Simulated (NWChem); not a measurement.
Molecule: CH6BN; SMILES CBN

Program: NWChem. Pople sets run with spherical d functions. Each level has its own optimisation; frequencies are unscaled. One conformer.

```
level                                 r B–H (Å)  r B–C (Å)  r B–N (Å)  r C–H (Å)  highest harmonic frequency (cm⁻¹)  lowest (cm⁻¹)  zero-point energy (kcal/mol)  dipole (D)
------------------------------------  ---------  ---------  ---------  ---------  ---------------------------------  -------------  ----------------------------  ----------
Hartree-Fock/6-31G*                       1.197      1.586      1.395      1.088                               3916            131                          51.1        1.54
LDA (Slater exchange, VWN5)/def2-SVP      1.226      1.561      1.389      1.112                               3602            155                          46.4        1.88
PBE0/def2-SVP                             1.216      1.574      1.394      1.103                               3731            147                          48.1        1.78
```
